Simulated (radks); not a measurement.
Initial-state core-level shifts of neutral neodymium when its valence configuration changes from [Xe] 4f4 6s2. Method: Dirac Kohn-Sham, BLYP, spin-unpolarised, spherical densities, finite nucleus; open shells fill j = l - 1/2 first; Fermi nuclear charge, rms radius 4.9123 fm; computed with a radial shooting solver on a logarithmic mesh with Libxc functionals. Shifts are changes of the shell-averaged eigenvalues in eV (positive: less bound); the change of the density at the nucleus, which sets a Mossbauer isomer shift, is in e/bohr^3, on a base of 4.538e+05.

[
 {"valence": "4f6", "3s": "+2.799", "3d": "+2.739", "4p": "+2.550", "5s": "+0.579", "density at nucleus": "-49.52"},
 {"valence": "4f4 6s1 6p1", "3s": "-1.050", "3d": "-1.052", "4p": "-1.061", "5s": "-1.106", "density at nucleus": "-16.19"},
 {"valence": "4f2 5d2 6s2", "3s": "-16.464", "3d": "-16.215", "4p": "-14.700", "5s": "-6.533", "density at nucleus": "+58.66"},
 {"valence": "4f3 5d1 6s2", "3s": "-7.395", "3d": "-7.288", "4p": "-6.734", "5s": "-3.207", "density at nucleus": "+26.56"},
 {"valence": "4f4 5d0.5 6s1.5", "3s": "+0.575", "3d": "+0.580", "4p": "+0.593", "5s": "+0.667", "density at nucleus": "-10.88"},
 {"valence": "4f3 5d1.5 6s1.5", "3s": "-6.552", "3d": "-6.440", "4p": "-5.888", "5s": "-2.364", "density at nucleus": "+13.52"}
]
